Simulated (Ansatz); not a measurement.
Consider the substitution at a C–C bond: `C=C(C)[SiH2][AlH2]` + `[GeH3][TeH]` → `C[Te][GeH3]` + `C=C[SiH2][AlH2]`.

Gas-phase electronic energies from Ansatz, PBE0-D4/def2-TZVP geometries. CCSD(T)/CBS is the MP2 limit (def2-TZVPP, def2-QZVPP) plus CCSD(T) − MP2 in def2-TZVPP, frozen cores. DFT in def2-TZVPP. B3LYP here is the variant with VWN-RPA as its local correlation; programs differ in this. HSE06 is defined as in plane-wave codes. Elements past krypton have def2 core potentials. For Ge, Te outer-core shells are correlated without core-valence functions, which leaves a few kJ/mol of doubt a bond. Scalar relativity is left out up to krypton. Each species was taken in one conformer, which may not be the lowest.

```tsv
level	ΔE (kJ/mol)	difference from CCSD(T)/CBS
LDA (SPW92)	20.9	19.0
PBE-D4	8.0	6.1
BLYP-D4	3.9	2.0
r2SCAN-D4	8.5	6.6
B97M-V	11.8	9.9
PBE0-D4	10.1	8.2
B3LYP-D4	6.3	4.4
r2SCANh-D4	9.2	7.3
r2SCAN0-D4	10.3	8.4
HSE06-D4	9.8	7.9
BHLYP-D4	8.1	6.2
CAM-B3LYP-D4	10.7	8.8
ωB97X-V	9.4	7.5
ωB97M-V	8.6	6.7
B2PLYP	4.2	2.3
PBE-QIDH	8.7	6.8
PBE	6.4	4.5
revPBE	1.7	-0.2
BLYP	0.7	-1.2
r2SCAN	7.8	5.9
PBE0	8.7	6.8
B3LYP	4.1	2.2
r2SCANh	8.5	6.6
r2SCAN0	9.6	7.7
HSE06	8.5	6.6
BHLYP	7.4	5.5
CAM-B3LYP	9.3	7.4
LC-ωPBE	11.0	9.1
RPA@PBE/def2-TZVPP	5.1	3.2
HF/def2-SVP	19.1	17.2
CCSD(T)/def2-SVP	23.9	22.0
HF/def2-TZVPP	7.1	5.2
MP2/def2-TZVPP	4.3	2.4
SCS-MP2/def2-TZVPP	3.3	1.4
CCSD/def2-TZVPP	7.1	5.2
CCSD(T)/def2-TZVPP	6.3	4.4
MP2/def2-QZVPP	1.6	-0.3
SCS-MP2/def2-QZVPP	1.0	-0.9
MP2/CBS(def2)	-0.2	-2.1
CCSD/CBS(def2)	2.6	0.7
CCSD(T)/CBS	1.9	0
```

Largest T1 diagnostic among the species: 0.012.

Leaving LDA and LC-ωPBE aside and taking each functional with its dispersion term where it has one, the values spread over 7.9 kJ/mol, from BLYP-D4 to B97M-V. LDA lies +14.5 kJ/mol from PBE without D4. At CCSD(T), def2-SVP lies +22.0 kJ/mol from the extrapolated value and def2-TZVPP +4.4 kJ/mol.

CCSD(T)/CBS has its own doubt, a few kJ/mol and more with outer-core shells, so smaller differences from it don't rank the levels.
